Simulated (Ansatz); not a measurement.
Mulliken charges of ClFGeH4OSi, SMILES `[F][GeH]([Cl])[O][SiH3]` from ωB97M-V/def2-TZVPP in Ansatz (PBE0-D4/def2-TZVP geometry).

```json
{"atom": "F1", "x (Å)": "0.024", "y (Å)": "1.262", "z (Å)": "-2.044", "charge (e)": "-0.355"}
{"atom": "Ge2", "x (Å)": "-1.011", "y (Å)": "0.187", "z (Å)": "-1.181", "charge (e)": "0.773"}
{"atom": "Cl3", "x (Å)": "-0.669", "y (Å)": "-1.743", "z (Å)": "-2.004", "charge (e)": "-0.242"}
{"atom": "O4", "x (Å)": "-0.513", "y (Å)": "0.218", "z (Å)": "0.481", "charge (e)": "-0.474"}
{"atom": "Si5", "x (Å)": "0.876", "y (Å)": "-0.085", "z (Å)": "1.320", "charge (e)": "0.330"}
{"atom": "H6", "x (Å)": "-2.455", "y (Å)": "0.639", "z (Å)": "-1.323", "charge (e)": "0.054"}
{"atom": "H7", "x (Å)": "1.562", "y (Å)": "1.196", "z (Å)": "1.616", "charge (e)": "-0.032"}
{"atom": "H8", "x (Å)": "1.777", "y (Å)": "-0.963", "z (Å)": "0.531", "charge (e)": "-0.023"}
{"atom": "H9", "x (Å)": "0.497", "y (Å)": "-0.756", "z (Å)": "2.587", "charge (e)": "-0.031"}
```

By hand: the dipole of these point charges (1 e Å = 4.8032 D).

Σ q r = (-0.335, 0.029, 0.290) e Å, of length 0.444 e Å = 2.13 D.

How does the dipole of the full density compare? (Best estimate.)

Ansatz gave: (-0.255, -0.009, 0.164) e Å, 1.46 D; the point charges give 1.46 times that, at 10° from its direction.

Point charges leave out the atoms' own dipoles, such as those of lone pairs, and Mulliken's split depends on the basis, so the two needn't agree.
